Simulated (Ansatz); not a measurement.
BrH$_{2}$InO$_{2}$, SMILES `[OH][In]([OH])[Br]`. The species carries charge 0 and has multiplicity 1. In takes the def2 core potential. Geometry: relaxed with PBE0-D4/def2-TZVP. It is one conformer, not always the lowest.

```xyz
6

O     0.448   -0.854   -1.376
In    0.158    0.166    0.287
O    -1.692    0.568    0.808
Br    2.028    0.913    1.667
H     1.379   -1.007   -1.558
H    -2.321    0.214    0.173
```

(1) What is the dipole moment at r2SCAN/def2-TZVPP? (An estimate is asked.)

(2) And with PBE, B3LYP, ωB97M-V? (Estimate.)

(3) Give the Mulliken charges with r2SCAN, ωB97M-V, B3LYP in def2-TZVPP. (Estimate.)

## Answers

(1) Computed: 1.40 D, with components (0.16, -0.73, -1.19) D in this frame, pointing from negative to positive charge.

(2) Ansatz gave: PBE 1.36 D, B3LYP 1.36 D, ωB97M-V 1.37 D.

(3) Ansatz gave: 
```csv
atom,r2SCAN,ωB97M-V,B3LYP
O1,-0.51,-0.50,-0.50
In2,0.94,0.94,0.94
O3,-0.50,-0.49,-0.49
Br4,-0.33,-0.30,-0.33
H5,0.20,0.18,0.18
H6,0.20,0.17,0.18
```

B3LYP here is the variant with VWN-RPA as its local correlation; programs differ in this.
